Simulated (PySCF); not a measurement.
SMILES F[SiH2][Si](Cl)(Cl)Cl (PBE0/def2-SVP optimised geometry):

```
8

Si    -1.555    -1.991    -1.919
F     -1.048    -3.535    -1.966
Si    -0.694    -0.975     0.000
Cl    -1.353    -1.900     1.711
Cl     1.360    -0.975     0.000
Cl    -1.360     0.975     0.000
H     -3.043    -1.971    -1.864
H     -1.049    -1.279    -3.124
```

Method: PySCF 2.14.0 with PBE0/def2-TZVP.

Problem. What are the frontier orbital energies and the dipole moment?

Solution. HOMO-2 -9.72 eV, HOMO-1 -9.41 eV, HOMO -8.67 eV, LUMO -1.35 eV, LUMO+1 -0.68 eV; dipole moment 1.37 D.

On the same geometry PBE/def2-TZVP (PySCF 2.14.0) gives HOMO-2 -8.29 eV, HOMO-1 -7.98 eV, HOMO -7.42 eV, LUMO -2.19 eV, LUMO+1 -1.51 eV; dipole moment 1.25 D.

Meta-Löwdin charges at PBE0/def2-TZVP: Si1 0.71, F2 -0.50, Si3 0.74, Cl4 -0.26, Cl5 -0.26, Cl6 -0.27, H7 -0.08, H8 -0.08.
